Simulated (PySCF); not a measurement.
Start geometry of `C1CN[SiH2]C1` from GFN2-xTB (Å):
```
atom  x, y, z in Å
C1    -0.5057   -1.0923    0.3434
C2    -1.3219    0.1731   -0.0579
N3    -0.4483    1.3013    0.1465
Si4    1.2696    0.9472   -0.0589
C5     0.8841   -0.9232   -0.2315
H6    -1.0246   -1.9667   -0.0215
H7    -0.4642   -1.1145    1.4285
H8    -1.6184    0.1113   -1.1112
H9    -2.2169    0.2927    0.5796
H10   -0.8576    2.2032    0.0413
H11    1.9729    1.3290    1.1537
H12    1.8787    1.4883   -1.2561
H13    0.8770   -1.2063   -1.2784
H14    1.5681   -1.5581    0.3147
```

What comes out of this run: PySCF, PBE0-D3(BJ)/def2-SVP geometry optimisation, gas phase?

```
atom  x, y, z in Å
C1    -0.5459   -1.0794    0.3446
C2    -1.3296    0.1545   -0.1078
N3    -0.4488    1.2938    0.0739
Si4    1.2384    0.8923    0.0160
C5     0.8996   -0.9595   -0.1626
H6    -1.0345   -2.0059    0.0025
H7    -0.5408   -1.1045    1.4474
H8    -1.6490    0.0275   -1.1642
H9    -2.2527    0.2615    0.4889
H10   -0.8619    2.2120   -0.0117
H11    1.9966    1.2797    1.2511
H12    1.9947    1.4758   -1.1416
H13    0.9636   -1.2245   -1.2320
H14    1.5938   -1.6183    0.3792
```

The energy falls by 4.6 kcal/mol over 5 energy and gradient evaluations, the largest force component goes from 0.0426 to 4.4e-04 Eh/bohr, and the atoms move by 0.052 Å rms after alignment. The bond that changes most is Si4–H12 (SiH2 silicon to Si–H hydrogen), which lengthens by 0.053 Å. Bonds longer at the end by more than 0.005 Å: 10 of 14; shorter: 3. Among the angles that change most is H11–Si4–H12, from 112.8° to 106.3°. Rotational constants go from 5976, 4197, 2736 to 5937, 4269, 2755 MHz. The orientation of the end geometry is arbitrary; only internal coordinates are fixed.

The run used 119 basis functions and 31 SCF cycles in all. Time: 26 s of wall time; peak memory 0.47 GiB. Hardware: one thread, Arm Neoverse V2 (aarch64), no GPU, shared host.

No frequency check. The numbers are those of one conformer.
